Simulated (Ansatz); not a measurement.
Ansatz (an electronic-structure program) input file for diantimony anion (Sb2), SMILES [Sb]#[Sb] (connectivity only; charge and spin as stated), charge -1, multiplicity 2, PBE/def2-TZVPD. Coordinates come from a PBE0-D3(BJ)/def2-TZVPD optimisation. The multiplicity is an assumed one; other spin states were not compared. The def2 effective core potentials stand for the cores of Sb; spin–orbit coupling is left out.

Ansatz 0.2 input:
```yaml
crystal:
  periodic: [false, false, false]
  atoms:
    - {symbol: Sb, position_ang: [0.00000000, 0.00000000, -1.28005465]}
    - {symbol: Sb, position_ang: [0.00000000, 0.00000000, 1.28005465]}
basis:
  gaussian:
    orbitals: def2-TZVPD
hamiltonian:
  xc: {name: PBE}
total_charge: -1
magnetization: {spin_polarized: true, initial_magnetization: 1}
```

Program output:

```
WARN ansatz: RAYON_NUM_THREADS=1 ignored (pool sized by the plan → 1); use --threads N
Functional definition: PBE
integrals: 0.04 GiB planned
826 factors; their error is unknown
mean field: 0.37 GiB planned
mean field evaluation 1: about -13076.8175 eV, gradient 1.0e1 eV
mean field evaluation 2: about -13076.5920 eV, gradient 1.2e1 eV
mean field evaluation 4: about -13077.0422 eV, gradient 2.4e0 eV
mean field evaluation 8: about -13077.0818 eV, gradient 7.0e-1 eV
mean field evaluation 16: about -13077.0763 eV, gradient 2.2e-3 eV
mean field evaluation 32: about -13077.0762 eV, gradient 9.0e-2 eV
mean field -13077.07628471 eV, -480.5736895023 hartree, gradient 1.6e-5 eV, S^2 0.752424; 4 other end points of the search recorded, 0 dependent functions left out
reference -13077.07631061 eV, -480.5736904541 hartree; 24, 23 occupied and 88, 89 virtual orbitals, 826 factors
Total energy: -13077.07631061 eV, -480.5736904541 hartree
```

The calculation finished and met its thresholds.

Cost: around 4 core-seconds (rough).
